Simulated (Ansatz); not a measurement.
`C[SiH2][SiH2][TeH]` + HCl → `C[SiH2][SiH2]Cl` + H₂Te at 400 K and 1 bar (ligand exchange at the Si–Te bond).

Program: Ansatz. Geometries: PBE0-D4/def2-TZVP. ΔE: electronic, gas phase. CCSD(T)/CBS adds triple-zeta CCSD(T) − MP2 to the extrapolated MP2 energy (def2 sets, frozen cores). This one scheme is used for every species. def2 core potentials past Kr. For Te outer-core shells are correlated without core-valence functions, which leaves a few kJ/mol of doubt a bond. One conformer a species, not always the lowest.

| species | CCSD(T)/CBS energy (Eh) | H − E (kJ/mol) | S (J/(mol·K)) |
| --- | --- | --- | --- |
| `C[SiH2][SiH2][TeH]` | -888.77366 | 244.5 | 438.9 |
| HCl | -460.38127 | 29.6 | 195.4 |
| `C[SiH2][SiH2]Cl` | -1080.25285 | 225.5 | 398.7 |
| H₂Te | -268.91024 | 45.0 | 239.1 |

H − E and S are ideal-gas, rigid-rotor, harmonic terms from PBE0-D4/def2-TZVP, for one conformer and one mirror image of each species. 1 Eh = 2625.50 kJ/mol, R = 8.31446 J/(mol·K).

By hand: ΔE, ΔH, ΔS and ΔG.

ΔE = (-1080.25285) + (-268.91024) − (-888.77366) − (-460.38127) = -0.00816 Eh = -21.4 kJ/mol. Δ(H − E) = 225.5 + 45.0 − 244.5 − 29.6 = -3.6, so ΔH = -25.0 kJ/mol. ΔS = 398.7 + 239.1 − 438.9 − 195.4 = 3.5 J/(mol·K). ΔG = -25.0 − 400 × (3.5)/1000 = -26.4 kJ/mol.

By hand: the equilibrium constant, and the temperature at which ΔG would vanish if ΔH and ΔS stayed fixed.

log₁₀ K = −ΔG/(RT ln 10) = 3.4. ΔH and −TΔS have one sign here, so there is no such temperature. One of them is within its doubt of zero, so this could turn.

The number of gas molecules stays the same, so ΔS is small and ΔH decides. A doubt of 5 kJ/mol in ΔE shifts log₁₀ K by 0.7 here. Other conformers and mirror images would add mixing entropy, several J/(mol·K) or more a flexible species. Modes under 60 cm⁻¹, often nearly free rotors, make the harmonic entropy too high. These are equilibria of isolated gas molecules and say nothing of rates. Largest T1 diagnostic: 0.011 (customary marks: 0.02 for closed shells, 0.045 for open ones).
